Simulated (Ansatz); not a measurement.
Relaxation of the cluster Si₂Ni₃⁺ with UKS r2SCAN-D4/def2-SVP.

```sh
$ ansatz run in.yaml --threads 4 --pin off --events-out ev --progress --plain --max-ram 4787MiB
```

```yaml
crystal:
  periodic: [false, false, false]
  atoms:
    - {symbol: Ni, position_ang: [-1.035000, 1.269710, -0.960030]}
    - {symbol: Ni, position_ang: [0.442800, 1.109910, 0.673340]}
    - {symbol: Ni, position_ang: [-0.618410, -0.892260, -0.835230]}
    - {symbol: Si, position_ang: [-0.317220, -0.878030, 1.380280]}
    - {symbol: Si, position_ang: [1.527830, -0.609330, -0.258360]}
basis:
  gaussian: {orbitals: def2-SVP}
total_charge: 1
magnetization: {spin_polarized: true, initial_magnetization: 1}
hamiltonian: {xc: r2scan, dispersion: d4}
scf: {lower_state_search: "off"}
output: {orbitals: {seedname: orbitals}}
relax: {f_tol: 0.02, max_steps: 100}
```

It took 58 s on 4 threads of Arm Neoverse V2 on a shared host.

Positions (Å) and forces (eV/Å) at steps 1, 2, 3, 4, 5, 6, 7, 8 of 8:

```xyz
5
step=1 energy=-138855.3453 eV
Ni   -1.035    1.270   -0.960    0.080   -0.077    0.078
Ni    0.443    1.110    0.673    0.442   -0.613    0.426
Ni   -0.618   -0.892   -0.835    0.497   -0.577    0.446
Si   -0.317   -0.878    1.380    0.128    0.741   -1.029
Si    1.528   -0.609   -0.258   -1.148    0.527    0.079
5
step=2 energy=-138855.5971 eV
Ni   -0.986    1.210   -0.914    0.214   -0.251    0.201
Ni    0.489    1.135    0.731    0.363   -0.371    0.368
Ni   -0.624   -0.969   -0.855    0.319   -0.493    0.265
Si   -0.349   -0.820    1.328   -0.074    0.621   -0.740
Si    1.470   -0.557   -0.289   -0.823    0.493   -0.094
5
step=3 energy=-138856.1191 eV
Ni   -0.879    1.080   -0.815    0.339   -0.423    0.312
Ni    0.587    1.187    0.852    0.317   -0.068    0.337
Ni   -0.635   -1.128   -0.896    0.113   -0.439    0.063
Si   -0.423   -0.696    1.219   -0.421    0.455   -0.330
Si    1.351   -0.442   -0.360   -0.348    0.476   -0.383
5
step=4 energy=-138856.5368 eV
Ni   -0.773    0.949   -0.716    0.111   -0.142    0.102
Ni    0.680    1.229    0.962    0.169   -0.325    0.134
Ni   -0.642   -1.275   -0.927    0.237   -0.178    0.241
Si   -0.514   -0.578    1.125   -0.483    0.288   -0.042
Si    1.249   -0.325   -0.444   -0.034    0.356   -0.435
5
step=5 energy=-138856.5759 eV
Ni   -0.724    0.888   -0.671   -0.729    0.890   -0.675
Ni    0.758    1.133    1.034    0.241    0.447    0.343
Ni   -0.565   -1.370   -0.855   -0.218   -0.433   -0.320
Si   -0.655   -0.457    1.065   -0.205   -0.530    0.825
Si    1.186   -0.193   -0.573    0.911   -0.374   -0.174
5
step=6 energy=-138856.6519 eV
Ni   -0.747    0.917   -0.692   -0.139    0.170   -0.128
Ni    0.735    1.168    1.014    0.089    0.064    0.110
Ni   -0.592   -1.344   -0.882   -0.021   -0.145   -0.047
Si   -0.615   -0.502    1.095   -0.121   -0.067    0.172
Si    1.219   -0.239   -0.536    0.192   -0.022   -0.106
5
step=7 energy=-138856.6565 eV
Ni   -0.751    0.922   -0.696   -0.018    0.022   -0.017
Ni    0.743    1.161    1.022    0.000   -0.010   -0.001
Ni   -0.586   -1.354   -0.876    0.007    0.003    0.008
Si   -0.630   -0.497    1.101    0.009   -0.007    0.002
Si    1.225   -0.232   -0.550    0.002   -0.008    0.008
5
step=8 energy=-138856.6565 eV
Ni   -0.752    0.923   -0.697   -0.002    0.002   -0.002
Ni    0.742    1.161    1.021    0.001    0.000    0.001
Ni   -0.586   -1.353   -0.876    0.000   -0.002    0.000
Si   -0.629   -0.499    1.101    0.002    0.000   -0.001
Si    1.225   -0.233   -0.549   -0.001    0.000    0.001
```

The charge 1 doublet is spin-contaminated (final ⟨S²⟩ up to 1.20, 0.75 for a pure state). The relaxation made no stability test and no search for a lower SCF solution. No other spin state of charge 1 was run. The structure comes from a short search, and lower isomers may exist.
